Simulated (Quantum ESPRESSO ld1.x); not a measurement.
Sc3+, 18 electrons, occupied as [Ar] (the NIST ground configuration). Calculated with ld1.x of Quantum ESPRESSO 7.5: scalar-relativistic Kohn-Sham, PBE, spin-unpolarised, spherical densities, point nucleus.

Unscreened Slater integrals over Kohn-Sham orbitals (eV). Empty in this configuration: 3d.

\begin{tabular}{lr}
integral & value \\ \hline
F0(3p,3p) & 21.750 \\
F2(3p,3p) & 10.983 \\
F0(3p,3s) & 22.441 \\
G1(3p,3s) & 14.962 \\
F0(3p,2p) & 29.501 \\
F2(3p,2p) & 5.6717 \\
G0(3p,2p) & 2.2435 \\
G2(3p,2p) & 2.3133 \\
F0(3p,2s) & 29.006 \\
G1(3p,2s) & 1.7214 \\
F0(3p,3d) & 19.811 \\
F2(3p,3d) & 9.5329 \\
G1(3p,3d) & 11.903 \\
G3(3p,3d) & 7.2219 \\
F0(3s,3s) & 23.209 \\
F0(3s,2p) & 30.809 \\
G1(3s,2p) & 2.4969 \\
F0(3s,2s) & 30.412 \\
G0(3s,2s) & 1.9995 \\
F0(3s,3d) & 20.380 \\
G2(3s,3d) & 9.0754 \\
F0(2p,2p) & 80.918 \\
F2(2p,2p) & 37.878 \\
F0(2p,2s) & 75.365 \\
G1(2p,2s) & 44.033 \\
F0(2p,3d) & 25.184 \\
F2(2p,3d) & 4.2963 \\
G1(2p,3d) & 2.9387 \\
G3(2p,3d) & 1.6609 \\
F0(2s,2s) & 71.726 \\
F0(2s,3d) & 25.114 \\
G2(2s,3d) & 2.5923 \\
F0(3d,3d) & 18.307 \\
F2(3d,3d) & 8.6872 \\
F4(3d,3d) & 5.4503 \\
\end{tabular}
